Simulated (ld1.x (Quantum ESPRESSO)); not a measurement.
# What one change does to a pseudopotential (Au (Z = 79), TM)

```
Element                 : gold
Generator               : ld1.x (Quantum ESPRESSO) 7.5
Type                    : norm-conserving Troullier–Martins (Kleinman–Bylander form)
Functional              : PBE
Relativity              : scalar-relativistic
Frozen core             : [Kr] 4d10 4f14
Valence charge          : 19
Reference configuration : 5s2 5p6 5d8 6s0 6p0 (charge +3)
Partial waves           : 5p (bound): rc 1.70 bohr; 5d (bound): rc 1.45 bohr; 5s (bound): rc 1.05 bohr
Local potential         : the s channel
Core correction         : none
```

Change: wave 5d (bound): rc 1.45 bohr becomes 5d (bound): rc 2.22 bohr.

Cutoffs: the cutoffs (Ry, on a coarse ladder) from which the occupation-weighted sum of valence levels, in a spherical-Bessel basis at the reference potential, stays within 10 and 1 mRy of its value at 400 Ry; they do not see the model core or the augmentation charge, which bear on the density cutoff. Errors are all-electron minus pseudo energies relative to the spin-unpolarised reference configuration.

Problem. How do hardness, ghosts and transferability respond?

Solution. The potential gets neither clearly harder nor softer (140 Ry and 230 Ry → 140 Ry and 230 Ry); of the 7 tests that both files solve, the error grows in 2 and shrinks in 1 by more than 15 % and 0.3 meV (median size 70.9 → 70.7 meV); neither file shows a bound ghost.

| quantity | base | changed |
| --- | --- | --- |
| cutoff, loose | 140 Ry | 140 Ry |
| cutoff, tight | 230 Ry | 230 Ry |
| bound ghosts | none | none |
| error for 5s2 5p6 5d10 6s1 6p0, meV [ΔE -64.49 eV] | +202 | +197 |
| error for 5s2 5p6 5d10 6s0 6p0, meV [ΔE -55.09 eV] | +16 | +19 |
| error for 5s2 5p6 5d9 6s0 6p0, meV [ΔE -33.88 eV] | +9.4 | +11 |
| error for 5s2 5p6 5d9 6s1 6p0, meV [ΔE -52.37 eV] | +267 | +263 |
| error for 5s2 5p6 5d7 6s0 6p0, meV [ΔE 47.71 eV] | -11 | -5.4 |
| error for 5s2 5p6 5d10 6s0.5 6p0, meV [ΔE -60.72 eV] | +120 | +118 |
| error for 5s2 5p6 5d10 6s0 6p1, meV [ΔE -59.25 eV] | +71 | +71 |
